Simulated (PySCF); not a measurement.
Vertical excitations of a molecule C4H9, multiplicity 2 from TDA-PBE0/def2-SVPD (PySCF 2.14.0), as energy in eV (oscillator strength): 5.50 (0.026), 6.07 (0.001), 6.20 (0.006), 6.37 (0.001), 6.50 (0.000), 6.74 (0.000), 6.92 (0.014), 7.39 (0.024), 7.55 (0.001), 7.64 (0.011). The structure is a stationary point at B3LYP-D3(BJ)/def2-SVP. A frequency run showed that this geometry is not a minimum. Other conformers were not sampled.

Pick the molecule that these values belong to.
A. C[C](C)C
B. [CH2]C(C)C
C. [CH2]CCC

B, [CH2]C(C)C
